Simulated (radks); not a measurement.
Neutral silicon inside a hard spherical wall (all orbitals vanish at R), configuration held at [Ne] 3s2 3p2 and not refilled when levels cross. Calculated with a radial shooting solver on a logarithmic mesh with Libxc functionals: non-relativistic Kohn-Sham, PBEsol, spin-unpolarised, spherical densities, point nucleus. Eigenvalues in eV, with the zero of energy where the potential of the charges vanishes at infinity; a dash marks a level that is unbound or too diffuse for the functional's potential to be trusted. A positive occupied level is held by the wall or, in an anion where self-interaction has pushed it up, behind a barrier. The pressure on the wall is -dE/dV.

R (bohr)  E (hartree)  kinetic (hartree)    e(2s)    e(2p)    e(3s)   e(3p)  e(4s, empty)  e(4p, empty)  pressure (GPa)
free       -288.66733            288.173  -138.47  -95.457  -10.724  -4.066             -             -               0
20         -288.66733            288.173  -138.47  -95.457  -10.724  -4.066             -             -        < 0.0001
8          -288.66429            288.196  -138.24  -95.220  -10.554  -3.884         1.976         4.475           0.122
6          -288.63847            288.343  -137.17  -94.146   -9.839  -3.020         6.772        10.890            2.19
5          -288.57127            288.664  -135.37  -92.342   -8.623  -1.480        13.484        18.882            11.2
3.5        -287.98297            290.801  -127.10  -84.010   -1.694   7.136        45.119        52.973             182
3          -287.26606            292.957  -121.02  -77.854    5.191  15.277        72.521        80.865             539
2          -281.50268            307.450  -95.739  -51.928   53.545  67.114        229.77        231.25            7760
1.5        -268.74894            336.399  -63.852  -17.917   152.57  162.35        492.29        467.84           47400
